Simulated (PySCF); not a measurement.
C3H7O, SMILES CC(C)=[OH+], charge +1. Atoms are numbered in the order given.

```xyz
11

C      1.2891    -0.5065     0.4317
C      0.0116     0.0513    -0.0342
C     -1.2895    -0.5423     0.3226
O      0.0902     1.0898    -0.7707
H      1.1935    -0.9258     1.4444
H      1.5257    -1.3594    -0.2378
H      2.1040     0.2257     0.3600
H     -2.1213    -0.1795    -0.2984
H     -1.4888    -0.2781     1.3806
H     -1.2308    -1.6421     0.2936
H     -0.7708     1.4250    -1.0972
```
Charge +1, spin multiplicity 1.

Geometry optimised at B3LYP-D3(BJ)/def2-SVP. The isomer is the one that the SMILES or the coordinates give; other isomers of the formula were not compared.

Level of theory: B3LYP/def2-TZVP (PySCF).

ESP charges are fitted to the potential on shells at 1.4 to 2.0 van der Waals radii. Atomic charges (e):

```
atom  ESP fit    IAO
----  -------  -----
C1      -0.56  -0.44
C2       0.66   0.49
C3      -0.59  -0.46
O4      -0.36  -0.29
H5       0.22   0.21
H6       0.24   0.23
H7       0.24   0.21
H8       0.21   0.19
H9       0.25   0.23
H10      0.24   0.22
H11      0.46   0.42
```

Computed Mayer and Wiberg (Löwdin basis) orders of the bonds:
```csv
bond,Mayer,Wiberg
C1–C2,1.03,1.35
C2–C3,1.06,1.35
C2–O4,1.54,2.06
C1–H5,0.94,0.86
C1–H6,0.88,0.82
C1–H7,0.95,0.87
C3–H8,0.94,0.87
C3–H9,0.89,0.83
C3–H10,0.93,0.85
O4–H11,0.82,0.91
```
